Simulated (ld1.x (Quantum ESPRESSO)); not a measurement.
# Before and after: TM potential for I (Z = 53)

```
Element                 : iodine
Generator               : ld1.x (Quantum ESPRESSO) 7.5
Type                    : norm-conserving Troullier–Martins (Kleinman–Bylander form)
Functional              : PBEsol
Relativity              : fully relativistic
Frozen core             : [Kr] 4d10
Valence charge          : 7
Reference configuration : 5s2 5p5
Partial waves           : 5s (bound): rc 1.75 bohr; 5p (bound): rc 2.05 bohr
Local potential         : all-electron potential smoothed inside 1.65 bohr (lloc = -1)
Core correction         : Bessel-smoothed model core inside 0.90 bohr
```

Open shells are filled in proportion to 2j + 1 (rel_dist='average').

Change: all radii but the core radius scaled by about 0.89 (s 1.56, p 1.84 bohr); local potential all-electron potential smoothed inside 1.48 bohr (lloc = -1).

Cutoffs: the cutoffs (Ry, on a coarse ladder) from which the occupation-weighted sum of valence levels, in a spherical-Bessel basis at the reference potential, stays within 10 and 1 mRy of its value at 400 Ry; they do not see the model core or the augmentation charge, which bear on the density cutoff. Errors are all-electron minus pseudo energies relative to the spin-unpolarised reference configuration.

**Question.** Predict the effect on cutoff, ghosts and configuration errors.

**Answer.** The potential gets harder (35 Ry and 45 Ry → 35 Ry and 70 Ry); both files keep a bound ghost (d, s); the number of tests that count goes from 6 to 7; of the 6 tests that both files solve, the error grows in 6 and shrinks in 0 by more than 15 % and 0.3 meV (median size 1.5 → 19.2 meV). A smaller radius makes the pseudo-wave follow the all-electron one further in, where it bends more sharply, so more plane waves are needed. That the errors move this way runs against the usual rule that smaller radii transfer better.

| quantity | base | changed |
| --- | --- | --- |
| cutoff, loose | 35 Ry | 35 Ry |
| cutoff, tight | 45 Ry | 70 Ry |
| loose cutoff by channel (10 mRy a level) | s 30 Ry, p 15 Ry | s 30 Ry, p 12 Ry |
| bound ghosts | s, d | s, d |
| tests counted (converged, no solver errors) | 6 of 7 | 7 of 7 |
| error for 5s2 5p4, meV [ΔE 11.18 eV] | +1.9 | +9.7 |
| error for 5s2 5p3, meV [ΔE 31.09 eV] | +2.3 | +44 |
| error for 5s2 5p2, meV [ΔE 60.51 eV] | -22 | +95 |
| error for 5s2 5p5.3, meV [ΔE -1.79 eV] | +0.1 | +0.6 |
| error for 5s2 5p4.5, meV [ΔE 4.55 eV] | +0.6 | +2.2 |
| error for 5s1 5p5, meV [ΔE 22.14 eV] | -1.0 | +29 |

Base: Tests not counted: 5s2 5p1 (solver errors, printed error -51.2 eV). A true bound ghost makes a file unfit for plane-wave use even where its test errors are small: the radial tests pick states by their node count and pass the ghost by. Where a test does run into it, the solver fails or the error is huge.
